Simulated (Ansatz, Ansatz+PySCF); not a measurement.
```json
{"atom": "Li", "x (Å)": "0.0000", "y (Å)": "0.0000", "z (Å)": "-1.2821"}
{"atom": "Li", "x (Å)": "0.0000", "y (Å)": "0.0000", "z (Å)": "1.2821"}
```

Basis set: def2-SVP (spherical functions). All electrons are correlated. Charge 0, multiplicity 1.

Computed with Ansatz (development build ahead of 0.2.0); each method stands on the lowest determinant of its kind that the runs found. Restricted open shells among the atoms or ions are ROHF, correlated in semicanonical orbitals with singles.

The atomization energy at this shape (free ground-state atoms in the same class of orbitals less the molecule, no zero-point energy) of singlet Li2:

```json
{"method": "full CI (lowest root of this spin)", "atomization energy": "0.83 eV"}
{"method": "RHF-CCSD(T)", "atomization energy": "0.83 eV"}
{"method": "RHF-CCSD", "atomization energy": "0.83 eV"}
{"method": "UHF-MP2", "atomization energy": "0.47 eV"}
{"method": "UHF", "atomization energy": "0.10 eV"}
```

(1) What does RHF-MP2 give?

Answers

(1) 0.52 eV. Caution for UHF-MP2: another reference gives a lower total. Caution for UHF-MP2, UHF: the determinant breaks the point group; the unrestricted determinant is spin contaminated.
